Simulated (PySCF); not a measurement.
Two species compared at the same levels of theory.

First species: C5H13FSSi.
Cartesian coordinates in Å at the GFN2-xTB level; atoms count from 1:
```
atom  x, y, z in Å
C1     3.391    0.304    0.856
C2     2.251   -0.222    0.007
S3     0.672    0.536    0.557
C4    -0.551   -0.685   -0.051
C5    -0.540   -0.775   -1.563
F6    -0.191   -1.934    0.457
Si7   -2.265   -0.237    0.730
C8    -2.781    1.477    0.114
H9     3.476    1.384    0.749
H10    3.217    0.075    1.905
H11    4.327   -0.155    0.546
H12    2.139   -1.299    0.126
H13    2.399    0.026   -1.044
H14   -1.321   -1.458   -1.895
H15   -0.723    0.210   -1.984
H16    0.417   -1.146   -1.928
H17   -3.179   -1.288    0.267
H18   -2.083   -0.294    2.178
H19   -3.023    1.468   -0.945
H20   -3.658    1.827    0.648
H21   -1.985    2.202    0.268
```

Second species: C5H13FSSi.
Structure used (GFN2-xTB), in Å, numbered top down from 1:
```xyz
21
C5H13FSSi angstrom
C      3.543    0.505    0.299
S      2.138   -0.338   -0.484
C      0.786    0.442    0.455
Si    -0.908   -0.188   -0.174
C     -1.173    0.368   -1.974
C     -1.047   -2.072    0.053
C     -2.237    0.660    0.939
F     -2.065    2.033    0.922
H      3.456    1.577    0.144
H      4.444    0.131   -0.177
H      3.561    0.273    1.361
H      0.942    0.205    1.508
H      0.875    1.519    0.324
H     -2.084   -0.053   -2.391
H     -1.249    1.450   -2.042
H     -0.342    0.053   -2.600
H     -1.999   -2.448   -0.309
H     -0.952   -2.363    1.095
H     -0.260   -2.573   -0.501
H     -3.251    0.476    0.582
H     -2.183    0.362    1.988
```

Levels: PBE0/pcSseg-1 for dipole moment, HOMO energy, LUMO energy and HOMO–LUMO gap; GFN2-xTB for rotational constant A and rotational constant C. Geometries: GFN2-xTB. Each structure is a single optimised conformer of the isolated species, non-relativistic unless stated; the electronic structure was computed with PySCF and density fitting.

Dipoles, sizes and rotational constants follow the conformer. The torsions of the flexible species, by atom-mapped SMILES:
- `[CH3:1][CH2:2][S:3][C@@:4]([CH3:5])([F:6])[SiH2:7][CH3:8]`: C1–C2–S3–C4 -157°, C2–S3–C4–C5 -64°, S3–C4–Si7–C8 63°
- `[CH3:1][S:2][CH2:3][Si:4]([CH3:5])([CH3:6])[CH2:7][F:8]`: C1–S2–C3–Si4 178°, S2–C3–Si4–C5 -65°, C3–Si4–C7–F8 54°

| property | column X | column Y |
| --- | --- | --- |
| dipole moment | 1.16 D | 1.72 D |
| HOMO energy | -6.29 eV | -6.54 eV |
| LUMO energy | 0.87 eV | 0.58 eV |
| HOMO–LUMO gap | 7.16 eV | 7.12 eV |
| rotational constant A | 1.871 GHz | 2.318 GHz |
| rotational constant C | 0.662 GHz | 0.728 GHz |

(1) Which column belongs to which species?

(2) How does each property change from the first species to the second?

Results:

(1) Column X is the second species and column Y the first. The first has 21 atoms and 82 electrons, the second 21 and 82.

(2) dipole moment -0.56 D; HOMO energy +0.25 eV; LUMO energy +0.29 eV; HOMO–LUMO gap +0.04 eV; rotational constant A -0.447 GHz; rotational constant C -0.066 GHz.

On the first: In atomic units the dipole is 0.68 e·bohr (1 au = 2.5417 D).

On the second: In atomic units the dipole is 0.46 e·bohr (1 au = 2.5417 D).
